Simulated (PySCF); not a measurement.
## From computed data to an observable: oscillator strength and radiative lifetime

Al(Me)(OH)2 (CH5AlO2), SMILES [CH3][Al]([OH])[OH].

Geometry: PBE-D3(BJ)/def2-SVP. The isomer is the one that the SMILES or the coordinates give; other isomers of the formula were not compared. One conformer was computed; it need not be the lowest.

TDDFT-PBE0/def2-SVPD in PySCF puts the first singlet state with f over 0.02 at 7.07 eV (vertical), with the transition dipole (-0.653, -0.583, -0.056) in atomic units.

### Question
Find the oscillator strength, the wavelength and the radiative lifetime that this transition would have in vacuum if emission retraced absorption.

### Answer

|μ|² = 0.7694 au, so |μ| = 2.23 D. ΔE = 7.07/27.211 = 0.2598 hartree. f = (2/3) ΔE |μ|² = 0.133 (the program prints 0.133).
λ = 1239.84/7.07 = 175 nm; ν = 57023 cm⁻¹.
Einstein's coefficient A = 0.6670 ν² f s⁻¹ (ν in cm⁻¹) = 2.9e8 s⁻¹, so τ = 1/A = 3.5 ns. This state is S2; the lower singlet has f = 0.000. The figure is the radiative limit of this one transition; relaxation, internal conversion, crossing to triplets and a medium change what is measured.
